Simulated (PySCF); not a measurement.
F3S, charge -1, multiplicity 1. Atoms are numbered in the order given.

```xyz
4

F      0.0000     1.8524    -0.3085
S      0.0000     0.0000    -0.3836
F      0.0000    -1.8524    -0.3085
F      0.0000     0.0000     1.2989
```
Charge -1, spin multiplicity 1.

Geometry optimised at B3LYP-D3(BJ)/def2-SVPD. The multiplicity is an assumed one; other spin states were not compared. The isomer is the one that the SMILES or the coordinates give; other isomers of the formula were not compared.

Computed with B3LYP/pcSseg-2 (PySCF).

GIAO shieldings, no solvent; atoms listed in one row are averaged. δ = σ(ref) − σ: ¹⁹F against CFCl3 (σ = 159.6 ppm); ³³S against H2S (σ = 688.9 ppm), references at their B3LYP-D3(BJ)/def2-TZVP geometries, non-relativistic.

Problem. Estimate the chemical shifts. (Estimate from the structure and the level; the computed values follow.)

Solution. 
```
nucleus   atoms  count  δ (ppm)
-------  ------  -----  -------
¹⁹F      F1, F3      2    -33.1
¹⁹F          F4      1   -225.2
³³S          S2      1   1502.8
```
